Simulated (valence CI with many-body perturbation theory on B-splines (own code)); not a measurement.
## Missing levels of Au63+

Level of theory: configuration interaction combined with many-body perturbation theory (CI+MBPT): six valence electrons over a frozen Dirac-Fock core [Ne], a basis of 9 s, 9 p, 8 d, 6 f, 3 g, 1 h functions for each j, with the one-electron correlation potential Σ1 (screened to all orders), the two-electron term Σ2, the three-electron term Σ3, Breit, model QED; selected single and double excitations, second order for the rest, scaled by the run's own slope (own B-spline code, finite nucleus).

The last digits are not significant, and no measured levels were compared; by estimate large intervals hold to a few tenths of a per cent, small ones and those within an open d or f shell to about a per cent. Among the levels kept, up to 1000 cm⁻¹ of a level comes from second order outside the variational space, and about a tenth of that is noise between levels of different J, which matters for small intervals.

```
                         Level  E (Ry)
    (3s^2 3p1/2^2 3p3/2^2) J=2   0.000
    (3s^2 3p1/2^2 3p3/2^2) J=0       ?
(3s^2 3p1/2^2 3p3/2 3d3/2) J=2  18.783
(3s^2 3p1/2^2 3p3/2 3d3/2) J=1       ?
(3s^2 3p1/2^2 3p3/2 3d3/2) J=0       ?
(3s^2 3p1/2^2 3p3/2 3d3/2) J=3  19.510
(3s^2 3p1/2^2 3p3/2 3d5/2) J=4  27.104
(3s^2 3p1/2^2 3p3/2 3d5/2) J=2  27.695
(3s^2 3p1/2^2 3p3/2 3d5/2) J=3  29.165
(3s^2 3p1/2^2 3p3/2 3d5/2) J=1  30.088
      (3s^2 3p1/2 3p3/2^3) J=1  35.091
      (3s^2 3p1/2 3p3/2^3) J=2       ?
    (3s^2 3p1/2^2 3d3/2^2) J=2  38.377
    (3s^2 3p1/2^2 3d3/2^2) J=0       ?
(3s^2 3p1/2^2 3d3/2 3d5/2) J=3  47.070
(3s^2 3p1/2^2 3d3/2 3d5/2) J=2  47.954
(3s^2 3p1/2^2 3d3/2 3d5/2) J=4  48.340
(3s^2 3p1/2^2 3d3/2 3d5/2) J=1  48.362
      (3s 3p1/2^2 3p3/2^3) J=2       ?
      (3s 3p1/2^2 3p3/2^3) J=1  51.678
```

Levels are named by their leading jj configuration (3d3/2^4 stands for four electrons in 3d with j = 3/2), which in mixed levels can hold well under half, so a name can repeat and another be missing.

(1) The levels stand in rising order. What does the calculation give for the missing energies?

## Answers

(1) (3s^2 3p1/2^2 3p3/2^2) J=0 1.585; (3s^2 3p1/2^2 3p3/2 3d3/2) J=1 19.483; (3s^2 3p1/2^2 3p3/2 3d3/2) J=0 19.497; (3s^2 3p1/2 3p3/2^3) J=2 35.841; (3s^2 3p1/2^2 3d3/2^2) J=0 40.352; (3s 3p1/2^2 3p3/2^3) J=2 50.094.
